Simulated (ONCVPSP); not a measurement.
## Before and after: ONCV potential for boron (B)

B (Z = 5), optimised norm-conserving Vanderbilt (ONCV), made with ONCVPSP 4.0.1 (PBEsol, scalar-relativistic). Core [He], reference 2s1 (charge +2). Waves: 2s: rc 1.00 bohr, ncon 5, nbas 9, qcut 5.9 1/bohr, 1 projector; p scattering state at 0.26 Ha: rc 0.95 bohr, ncon 4, nbas 8, qcut 7.3 1/bohr, 3 projectors, debl 1.9 Ha; d scattering state at 0.04 Ha: rc 0.90 bohr, ncon 4, nbas 8, qcut 9 1/bohr, 2 projectors, debl 0.8 Ha. Local part: polynomial inside 0.75 bohr (lpopt 5, dvloc0 0 Ha). Core correction: none.

In the p channel the program set the typed energies aside and used 0.050, 1.950, 3.850 Ha.

All-electron outer shells of the reference configuration (PBEsol, scalar-relativistic, ld1.x):

```csv
shell,level (eV),outermost node (bohr),outermost maximum (bohr)
1s,-210.02,–,0.21
2s,-31.28,0.46,1.39
```

Change: s: qcut 3.9; p: qcut 4.8; d: qcut 5.9.

Cutoffs: the cutoffs (Ha) at which the residual kinetic energy of the hardest occupied pseudo-wave falls to 1 and 0.1 mHa per electron; they do not see the model core or the augmentation charge, which bear on the density cutoff. Errors are all-electron minus pseudo energies relative to the spin-unpolarised reference configuration.

Problem. What does the change do?

Solution. The potential gets softer (170 Ha and 221 Ha → 122 Ha and 218 Ha); both files keep a bound ghost (p); the errors of the 4 common tests hardly move.

```tsv
quantity	base	changed
cutoff, loose	170 Ha	122 Ha
cutoff, tight	221 Ha	218 Ha
bound ghosts	p	p
GHOST(+) flags under 300 eV	none	none
error for 2s2 2p1, meV [ΔE -33.40 eV]	+105	+108
error for 2s2, meV [ΔE -25.26 eV]	+30	+30
error for 2s2 2p0.5, meV [ΔE -30.55 eV]	+74	+76
error for 2s1 2p1, meV [ΔE -19.14 eV]	+91	+96
s: phases at 1.01 bohr within 0.05 rad from the reference energy up to (Ha; the scan ends near 5)	0.3	0.2
p: phases at 0.96 bohr within 0.05 rad from the reference energy up to (Ha; the scan ends near 5)	to the end of the scan	to the end of the scan
d: phases at 0.91 bohr within 0.05 rad from the reference energy up to (Ha; the scan ends near 5)	to the end of the scan	to the end of the scan
```

 A true bound ghost makes a file unfit for plane-wave use even where its test errors are small: the radial tests pick states by their node count and pass the ghost by.
